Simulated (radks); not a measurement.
Task: These are the eigenvalues of the occupied orbitals of an atom or ion with whole-number occupations (hartree). Method: Dirac Kohn-Sham, PBEsol, spin-unpolarised, spherical densities, finite nucleus; Fermi nuclear charge, rms radius of each element as measured or else 0.836 A^(1/3) + 0.57 fm; computed with a radial shooting solver on a logarithmic mesh with Libxc functionals.

1s1/2: -1775.802
2s1/2: -292.4659
2p1/2: -277.5571
2p3/2: -253.7659
3s1/2: -65.36725
3p1/2: -58.92227
3p3/2: -54.07610
3d3/2: -42.90158
3d5/2: -41.84775
4s1/2: -13.90846
4p1/2: -11.41062
4p3/2: -10.31925
4d3/2: -6.19326
4d5/2: -5.99407
5s1/2: -2.31447
5p1/2: -1.57584
5p3/2: -1.39719
4f5/2: -1.12175
5d3/2: -0.39542
6s1/2: -0.28314
6p1/2: -0.13995
6p3/2: -0.12161

Which element is it, and in what charge state? The configuration may be excited. Open shells, if any, fill j = l - 1/2 first.

Result: Z = 63, europium, charge 0: Eu in [Xe] 4f4 5d1 6s1 6p3. The list shows which subshells hold electrons but not how many an open one holds; the 1s level, -1775.8 hartree, gives Z - s = 59.6 by -(Z - s)^2/2, which with screening and relativity narrows Z to a few neighbours, and the depths of the outer levels then fix element, charge and occupations together.
